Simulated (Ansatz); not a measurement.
Ansatz results at the PBE0-D4/def2-TZVP geometry: LUMO energy (PBE/def2-TZVPP) -0.06 eV; HOMO–LUMO gap (ωB97M-V/def2-TZVPP) 11.02 eV; HOMO energy (B3LYP/def2-TZVPP) -6.06 eV.

(1) Which molecule gave them?
A. `CC(C)(C)/C=C/C(C)(C)C`
B. `C1C[C@H]2CC[C@@H]1C2`
C. `CC1=C(C)CCC1`
D. `N#CCCCCC#N`

Answers

(1) C. The others give `C1C[C@H]2CC[C@@H]1C2`: 0.25, 12.84, -7.91; `N#CCCCCC#N`: -0.81, 13.61, -9.26; `CC(C)(C)/C=C/C(C)(C)C`: -0.33, 11.54, -6.74.

B3LYP here is the variant with VWN-RPA as its local correlation; programs differ in this.
